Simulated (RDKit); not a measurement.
Input for RDKit: UFF on Cl4Sn (SMILES [Cl][Sn]([Cl])([Cl])[Cl]).

```python
from rdkit import Chem
from rdkit.Chem import AllChem, rdDetermineBonds

blocks = [
'''5

Sn   -0.00000000   -0.00000000    0.00000000
Cl    1.33315168    1.33315168    1.33315168
Cl    1.33315168   -1.33315168   -1.33315168
Cl   -1.33315168    1.33315168   -1.33315168
Cl   -1.33315168   -1.33315168    1.33315168
''',
]
mol = None
for b in blocks:
    f = Chem.MolFromXYZBlock(b)
    rdDetermineBonds.DetermineBonds(f, charge=0)
    mol = f if mol is None else Chem.CombineMols(mol, f)
Chem.SanitizeMol(mol)
print(Chem.MolToSmiles(Chem.RemoveHs(mol)))
ff = AllChem.UFFGetMoleculeForceField(mol, vdwThresh=100.0, ignoreInterfragInteractions=False)
e = ff.CalcEnergy()
print(f'UFF energy {e:.6f} kcal/mol')
```

It printed:

```
[Cl][Sn]([Cl])([Cl])[Cl]
UFF energy 1.496116 kcal/mol
```

The run finished.

Cost: around 0.03 core-seconds (rough).
